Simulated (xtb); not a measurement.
A run for xtb: GFN1-xTB on Be2, 2S+1 = 1, a spin state set in the input, which need not be the lowest, a point of a bond scan (R = 2.404 Å).

```
$ xtb mol.xyz --gfn 1 --sp --chrg 0 --uhf 0
2

Be     0.00000000     0.00000000     0.00000000
Be     0.00000000     0.00000000     2.40364200
```

Problem. Predict the final total energy.

Solution. -1.3903 hartree.
